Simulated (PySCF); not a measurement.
Exercise with solution: oscillator strength and radiative lifetime

CH4AlClSe, SMILES [CH3][Al]([Cl])[SeH].

Geometry optimised at B3LYP-D3(BJ)/def2-SVP. The structure was generated by enumeration; whether it is a known compound was not checked. Other conformers were not sampled.

TDA-PBE/def2-SVPD (PySCF 2.14.0) puts the first singlet state with f over 0.02 at 4.96 eV (vertical), with the transition dipole (0.000, 0.000, 0.620) in atomic units.

### Question
Find the oscillator strength, the wavelength and the radiative lifetime that this transition would have in vacuum if emission retraced absorption.

### Answer

|μ|² = 0.3844 au, so |μ| = 1.58 D. ΔE = 4.96/27.211 = 0.1823 hartree. f = (2/3) ΔE |μ|² = 0.047 (the program prints 0.047).
λ = 1239.84/4.96 = 250 nm; ν = 40005 cm⁻¹.
Einstein's coefficient A = 0.6670 ν² f s⁻¹ (ν in cm⁻¹) = 5.0e7 s⁻¹, so τ = 1/A = 20 ns. This state is S1. The figure is the radiative limit of this one transition; relaxation, internal conversion, crossing to triplets and a medium change what is measured.
